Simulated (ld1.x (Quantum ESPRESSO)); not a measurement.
Cutoff test, Co (Z = 27), ultrasoft

```
Element                 : Co (Z = 27)
Generator               : ld1.x (Quantum ESPRESSO) 7.5
Type                    : ultrasoft
Functional              : PBE
Relativity              : scalar-relativistic
Frozen core             : [Ar]
Valence charge          : 9
Reference configuration : 3d7 4s1 4p0 (charge +1)
Partial waves           : 4s (bound): rcut 1.95, rcutus 2.10 bohr; 4s channel at -0.4 Ry: rcut 1.95, rcutus 2.10 bohr; 4p (bound, empty): rcut 1.90, rcutus 2.45 bohr; 4p channel at 0.4 Ry: rcut 1.90, rcutus 2.45 bohr; 3d (bound): rcut 1.60, rcutus 1.90 bohr; 3d channel at 2.5 Ry: rcut 1.60, rcutus 1.90 bohr
Local potential         : all-electron potential smoothed inside 1.70 bohr (lloc = -1)
Core correction         : a·sin(br)/r model core inside 1.85 bohr
Augmentation charge     : PSQ, radius 1.45 bohr
```

The pseudo-atom Hamiltonian at the reference potential is diagonalised in spherical Bessel functions j_l(qr) that vanish at 20 bohr, with q² up to the cutoff. All-electron valence levels (Ry): 4s -0.9380, 4p -0.5489, 3d -1.2465.

Task: How do the lowest levels (Ry) of each channel move with the cutoff, and are there ghosts?

Result:

| cutoff (Ry) | s #1 | p #1 | p #2 | d #1 | d #2 | f #1 | Σ f·Δε (mRy) |
| --- | --- | --- | --- | --- | --- | --- | --- |
| 8 | -0.9376 | -0.5488 | -0.1607 | -0.1844 | -0.0591 | -0.0529 | 7434.7 |
| 10 | -0.9379 | -0.5488 | -0.1607 | -0.2254 | -0.1110 | -0.0529 | 7147.8 |
| 12 | -0.9379 | -0.5488 | -0.1607 | -0.8058 | -0.1744 | -0.0529 | 3084.7 |
| 18 | -0.9380 | -0.5489 | -0.1607 | -1.2086 | -0.1763 | -0.0529 | 264.8 |
| 21 | -0.9380 | -0.5489 | -0.1607 | -1.2338 | -0.1764 | -0.0529 | 88.3 |
| 25 | -0.9380 | -0.5489 | -0.1607 | -1.2430 | -0.1764 | -0.0529 | 24.2 |
| 30 | -0.9380 | -0.5489 | -0.1607 | -1.2458 | -0.1766 | -0.0529 | 4.6 |
| 35 | -0.9380 | -0.5489 | -0.1607 | -1.2459 | -0.1769 | -0.0529 | 4.0 |
| 45 | -0.9380 | -0.5489 | -0.1607 | -1.2464 | -0.1773 | -0.0529 | 0.8 |
| 50 | -0.9380 | -0.5489 | -0.1607 | -1.2464 | -0.1774 | -0.0529 | 0.3 |
| 55 | -0.9380 | -0.5489 | -0.1607 | -1.2464 | -0.1774 | -0.0529 | 0.3 |
| 400 | -0.9381 | -0.5489 | -0.1607 | -1.2465 | -0.1774 | -0.0529 | 0.0 |

Result: no extra level below or beside the all-electron valence levels (s, p, d, f tested); 10 mRy is reached at 30 Ry and 1 mRy at 45 Ry.
